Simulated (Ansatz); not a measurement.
Ansatz (an electronic-structure program) input (wB97X-V/def2-TZVP):

Ansatz 0.2 input:
```yaml
crystal:
  periodic: [false, false, false]
  atoms:
    - {symbol: Ta, position_ang: [-0.00000000, -0.00000000, -0.00000000]}
    - {symbol: H, position_ang: [1.27936822, -0.30604241, 1.19259733]}
    - {symbol: H, position_ang: [-1.27341539, 1.04026016, 0.67007868]}
    - {symbol: H, position_ang: [-0.63657611, -1.59682240, -0.44459249]}
    - {symbol: H, position_ang: [0.63062328, 0.86260465, -1.41808353]}
basis:
  gaussian:
    orbitals: def2-TZVP
hamiltonian:
  xc: {name: wB97X-V}
magnetization: {spin_polarized: true, initial_magnetization: 1}
relax: {f_tol: 0.003, max_steps: 100}
```

End of the output:

```
the calculation of the forces begins
reference -1612.42143225 eV, -59.2553946966 hartree; 9, 8 occupied and 55, 56 virtual orbitals, 537 factors
relax step   2: F+E_penalty+E_count = -1612.42143416 eV  Δ(F+E_penalty+E_count) = +5.423e-5 eV  max|allowed force component| = 1.918e-2 eV/Å  Δτ_max = 0.0063 Å  (51 SCF iters, rejected (line search))
these checks for a lower state are left out or cut short: starts, cluster_reference, orbital_swaps, neighbouring_geometries, increment
integrals: 0.04 GiB planned
537 factors; their error is unknown
integrals: 0.07 GiB planned
183 factors; integrals over basis functions are off by at most 4.3e-6 eV
mean field: 0.34 GiB planned
mean field evaluation 64: about -1612.4215 eV, gradient 3.1e-2 eV
mean field -1612.42155443 eV, -59.2553991866 hartree, gradient 4.8e-6 eV, S^2 0.752776; 0 other end points of the search recorded, 0 dependent functions left out
the calculation of the forces begins
reference -1612.42155251 eV, -59.2553991162 hartree; 9, 8 occupied and 55, 56 virtual orbitals, 537 factors
relax step   3: F+E_penalty+E_count = -1612.42155443 eV  Δ(F+E_penalty+E_count) = -6.603e-5 eV  max|allowed force component| = 8.018e-5 eV/Å  Δτ_max = 0.0025 Å  (51 SCF iters, accepted)
integrals: 0.04 GiB planned
537 factors; their error is unknown
integrals: 0.07 GiB planned
183 factors; integrals over basis functions are off by at most 4.3e-6 eV
mean field: 0.34 GiB planned
mean field evaluation 96: about -1612.3688 eV, gradient 8.3e-6 eV
mean field -1612.42155443 eV, -59.2553991866 hartree, gradient 4.8e-6 eV, S^2 0.752776; 5 other end points of the search recorded, 0 dependent functions left out
the calculation of the forces begins
reference -1612.42155251 eV, -59.2553991162 hartree; 9, 8 occupied and 55, 56 virtual orbitals, 537 factors
Total energy: -1612.42155251 eV, -59.2553991162 hartree
Atom 0 at    -0.000000     0.000000    -0.000000 Å, force    -0.000000     0.000000    -0.000000 eV/Å
Atom 1 at     1.278072    -0.307853     1.191569 Å, force    -0.000027     0.000080    -0.000031 eV/Å
Atom 2 at    -1.272128     1.040879     0.668085 Å, force     0.000027    -0.000080     0.000032 eV/Å
Atom 3 at    -0.634764    -1.596538    -0.442964 Å, force    -0.000027     0.000080    -0.000032 eV/Å
Atom 4 at     0.628821     0.863512    -1.416689 Å, force     0.000027    -0.000080     0.000031 eV/Å
Dipole moment:     0.000000    -0.000000     0.000000 e Å
```

The spin state was set by rule; other spins were not relaxed.
